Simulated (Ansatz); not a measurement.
Reaction (hydrogenolysis of a B–O bond): `OB(F)N[SiH3]` + H₂ → `FBN[SiH3]` + H₂O

Calculated with Ansatz (gas phase, PBE0-D4/def2-TZVP geometries, no zero-point term in ΔE). CCSD(T)/CBS is the MP2 limit (def2-TZVPP, def2-QZVPP) plus CCSD(T) − MP2 in def2-TZVPP, frozen cores. This one scheme is used for every species. DFT in def2-TZVPP. HSE06 is defined as in plane-wave codes. Each species was taken in one conformer, which may not be the lowest.

```
             level  ΔE (kJ/mol)  difference from CCSD(T)/CBS
         r2SCAN-D4        109.9                         10.6
        r2SCAN0-D4        108.8                          9.5
          HSE06-D4        101.8                          2.5
      CAM-B3LYP-D4        105.9                          6.6
           ωB97X-V        102.8                          3.5
           ωB97M-V        104.8                          5.5
               PBE         97.8                         -1.5
              BLYP         96.9                         -2.4
             HSE06         99.2                         -0.1
             BHLYP        102.2                          2.9
  CCSD(T)/def2-SVP        119.1                         19.8
    MP2/def2-TZVPP        105.1                          5.8
SCS-MP2/def2-TZVPP        102.1                          2.8
     HF/def2-QZVPP         99.5                          0.2
SCS-MP2/def2-QZVPP        100.4                          1.1
     MP2/CBS(def2)        102.1                          2.8
       CCSD(T)/CBS         99.3                            0
```

Largest T1 diagnostic among the species: 0.012.

Leaving LDA and LC-ωPBE aside and taking each functional with its dispersion term where it has one, the values, not all of them listed here, spread over 9.0 kJ/mol, from PBE-D4 to r2SCAN-D4. LDA lies +12.4 kJ/mol from PBE without D4. At CCSD(T), def2-SVP lies +19.8 kJ/mol from the extrapolated value and def2-TZVPP +3.0 kJ/mol. From BLYP to BHLYP (50 % exact exchange), in def2-TZVPP and without D4, ΔE moves by +5.3 kJ/mol.

CCSD(T)/CBS has its own doubt, a few kJ/mol and more with outer-core shells, so smaller differences from it don't rank the levels.
